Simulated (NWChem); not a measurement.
CCl$_{3}$F; SMILES ClC(F)(Cl)Cl

Program: NWChem. Medium grid unless said otherwise, to which SCAN and Minnesota functionals are sensitive. All runs use the structure optimised with PBE0/def2-SVP. Hybrids' shares of exact exchange are those that their runs print; pure functionals count as 0. The functionals differ in more than this share.

```csv
row,share of exact exchange,orbital gap (eV)
"LDA (Slater exchange, VWN5)/def2-TZVPD",0.00,5.17
PBE/def2-TZVPD,0.00,5.22
B3LYP/def2-TZVPD,0.20,7.16
PBE0/def2-TZVPD,0.25,7.72
M06-2X/def2-TZVPD,0.54,10.05
Hartree-Fock/def2-TZVPD,1.00,withheld
```

Task: Fit a straight line of the last column on the one before it, predict the withheld value, and compare with the run.

Result: 
1. Means of the 5 shown rows: x = 0.198, y = 7.064. Slope Σ(x − x̄)(y − ȳ)/Σ(x − x̄)² = 1.796/0.1981 = 9.065; intercept 5.269.
2. The shown rows scatter about the line by 0.114 (root mean square); the largest residual is +0.18, at PBE0/def2-TZVPD.
3. At x = 1.00 (Hartree-Fock/def2-TZVPD; beyond the shown range) the line gives 14.33.
4. The run gives 13.90, -0.43 from the line, 3.8 times the scatter.
